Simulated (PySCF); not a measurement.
How methods differ on the ionisation energy of As+

As+ [Ar] 3d10 4s2 4p2 (3P) → As(2+) [Ar] 3d10 4s2 4p1 (2P), as a difference of total energies. Calculation: PySCF 2.14, in jorge-DZP-DKH (8s6p2d1f, 43 functions); scalar relativity by spin-free X2C-1e. Correlated levels: valence: [Ar] 3d10 frozen. The calculations carry no spin-orbit coupling.

| method | ionisation energy (eV) |
| --- | --- |
| UHF | 17.947 |
| PBE0 | 18.486 |
| M06-L | 18.189 |
| MP2 (valence) | 17.928 |
| SCS-MP2 (valence) | 17.880 |
| CCSD (valence) | 17.859 |
| CCSD(T) (valence) | 17.860 |

Problem. How much does correlation contribute at CCSD(T) (valence)?

Solution. 17.860 − (17.947) = -0.087 eV, measured against UHF.

The reference lies between the lowest fine-structure levels, while these numbers refer to the centres of the terms.

Errors of the correlated levels include the incompleteness of this basis and the frozen core.

For comparison: 18.589 eV (measured; NIST Atomic Spectra Database, ionization energies).
